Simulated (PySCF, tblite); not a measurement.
Isomers of C4H9FO2Si2. Level: GFN2-xTB in tblite, geometry and Hessian alike; calculated harmonic values, unscaled, isolated species. This tight-binding method is rough: wavenumbers can miss measured ones by several per cent, in bad cases by 10 to 20. Modes of hydrogen on silicon can be 10 to 20 % off. One conformer each.

Electronic energies: PBE0/pcSseg-1 single points on the GFN2-xTB geometries (PySCF, gas phase).

```tsv
SMILES	electronic energy, lowest = 0 (kcal/mol)
C=CC[C@@H]1O[Si@@H](F)O[SiH2]1	0.0
COC1=C(C)O[Si@H](F)[SiH2]1	58.0
CO[C@@H]1C=C([SiH2]F)[SiH2]O1	56.3
```

Problem. How do GFN2-xTB zero-point energies change the relative energies?

Solution. 
```
                        SMILES  ZPE (kcal/mol)  of it from modes above 1550 cm⁻¹  electronic (kcal/mol)  with ZPE, lowest = 0 (kcal/mol)  lowest mode (cm⁻¹)  rings
C=CC[C@@H]1O[Si@@H](F)O[SiH2]1            78.1                              38.6                    0.0                              0.0                  42      1
 CO[C@@H]1C=C([SiH2]F)[SiH2]O1            75.3                              36.6                   56.3                             53.5                  21      1
    COC1=C(C)O[Si@H](F)[SiH2]1            76.7                              37.6                   58.0                             56.5                  46      1
```

The zero-point energies span 2.8 kcal/mol, from `CO[C@@H]1C=C([SiH2]F)[SiH2]O1` to `C=CC[C@@H]1O[Si@@H](F)O[SiH2]1`. The order is unchanged.

Problem. And how do the electronic energies of GFN2-xTB itself compare?

Solution. `C=CC[C@@H]1O[Si@@H](F)O[SiH2]1` 0.0; `CO[C@@H]1C=C([SiH2]F)[SiH2]O1` 60.1; `COC1=C(C)O[Si@H](F)[SiH2]1` 63.1 kcal/mol, lowest = 0. Against the energies above, taken from the same isomer `C=CC[C@@H]1O[Si@@H](F)O[SiH2]1`, the largest difference is 5.1 kcal/mol.
